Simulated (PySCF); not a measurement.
Correlation energy of Kr²⁺ (krypton, charge +2)

[Ar] 3d10 4s2 4p4, high-spin 3P determinant. Computed with PySCF 2.14 in jorge-DZP-DKH (8s6p2d1f, 43 functions), with the spin-free X2C one-electron Hamiltonian (Gaussian nucleus). Frozen: [Ar] 3d10; 6 electrons correlated.

MP2 pair energies summed by pair of shells (mhartree):

```csv
pair,energy,share (%)
4s-4p,-18.50,51.8
4p-4p,-12.98,36.3
4s-4s,-4.26,11.9
```

Total MP2 correlation energy: -35.74 mhartree.

Same-spin part -7.41 and opposite-spin part -28.33 mhartree; SCS-MP2 scales them by 1/3 and 6/5 to -36.47 mhartree.

```tsv
level	correlation energy (mhartree)
CCSD	-41.58
(T)	-0.28
CCSD(T)	-41.86
```

Diagnostics: T1 = 0.0012, D1 = 0.0030, largest double amplitude 0.027.

Question: Is a single reference adequate?

Answer: Yes, within this model without spin-orbit coupling: T1 lies below 0.03 and no double amplitude reaches 0.07.
